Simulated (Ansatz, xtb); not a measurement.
Relative energy of two isomers of C3H3FN2S

Structure a is `Nc1csnc1F`, a singlet and structure b is `Nc1cc(F)ns1`, a singlet. Both are isolated molecules in the gas phase, relaxed with r2SCAN-D4/def2-SVP; the shapes shown needn't be the lowest conformers.

a (Å):

```yaml
atoms:
  - { symbol: C, position_ang: [-0.7112, -0.6714, -0.6517] }
  - { symbol: C, position_ang: [0.2148, -0.2297, -1.5763] }
  - { symbol: C, position_ang: [-0.9006, 0.3713, 0.3157] }
  - { symbol: F, position_ang: [-1.7665, 0.1966, 1.3147] }
  - { symbol: N, position_ang: [-1.3378, -1.8985, -0.5447] }
  - { symbol: N, position_ang: [-0.2390, 1.4825, 0.1991] }
  - { symbol: S, position_ang: [0.7276, 1.3678, -1.1514] }
  - { symbol: H, position_ang: [-1.4390, -2.4190, -1.4083] }
  - { symbol: H, position_ang: [-2.1946, -1.8776, -0.0009] }
  - { symbol: H, position_ang: [0.6067, -0.7583, -2.4459] }
```

b (Å):

```tsv
atom	x (Å)	y (Å)	z (Å)
C	-0.6270	-1.0172	-0.8303
C	-1.2777	0.1295	-0.4079
C	-0.3110	1.1353	-0.1441
F	-0.6751	2.3393	0.2814
N	-1.1553	-2.2087	-1.2398
N	0.9574	0.8870	-0.3117
S	1.0926	-0.6959	-0.8483
H	-0.5524	-3.0229	-1.2319
H	-2.1126	-2.3993	-0.9674
H	-2.3545	0.2525	-0.2937
```

Energies in hartree; the thermal terms are from GFN2-xTB frequencies at re-optimised GFN2-xTB minima (ideal gas, soft modes damped towards free rotors, one conformer each, 298.15 K, 1 atm) and include the zero-point energy:

|  | a | b |
| --- | --- | --- |
| E, CCSD(T)/def2-SVP | −721.897899 | −721.900575 |
| E, MP2/def2-SVP | −721.828775 | −721.830041 |
| E, MP2/def2-TZVPP | −722.625809 | −722.626214 |
| zero-point energy | 0.061742 | 0.061606 |
| H(298 K) − E | 0.068961 | 0.068884 |
| G(298 K) − E | 0.031470 | 0.031293 |

Q: Correct the CCSD(T) difference for the basis set by the MP2 change, then work out ΔE, ΔE₀, ΔH and ΔG for a → b in kJ/mol (1 Eh = 2625.50 kJ/mol) and the equilibrium ratio [b]/[a].

A: 1. Differences b − a: CCSD(T) −0.002676, MP2 in the small set −0.001266, MP2 in the large set −0.000405 Eh.
2. ΔE = −0.002676 + (−0.000405 − (−0.001266)) = −0.001815 Eh = −4.77 kJ/mol.
3. ΔE₀ = ΔE + ΔZPE = −0.001815 + (−0.000136) Eh = −5.12 kJ/mol.
4. ΔH = ΔE + (−0.000077) Eh = −4.97 kJ/mol.
5. ΔG = ΔE + (−0.000177) Eh = −5.23 kJ/mol, so ΔS = (ΔH − ΔG)/T = +0.9 J/(mol K).
6. kT = 0.9442 mEh, so K = [b]/[a] = exp(−ΔG/kT) = exp(+2.11) ≈ 8.2.

Structure b is favoured at this temperature. An error of 4 kJ/mol in ΔG would change K by a factor of 5. Mirror images and further conformers aren't counted.

As drawn, both hold the same kinds of bond in the same numbers.

Other levels gave ΔE = −10.0 (GFN2-xTB); −13.7 (HF/STO-3G, GFN2-xTB geometries); −11.7 (r2SCAN-D4/def2-SVP//GFN2-xTB); −11.4 (r2SCAN-D4/def2-SVP); −20.8 (HF/def2-SVP); −3.3 (MP2/def2-SVP); −7.0 (CCSD(T)/def2-SVP) kJ/mol. The correlated steps freeze 11 core orbitals. Programs: Ansatz 0.2.0, xtb 6.7.1.
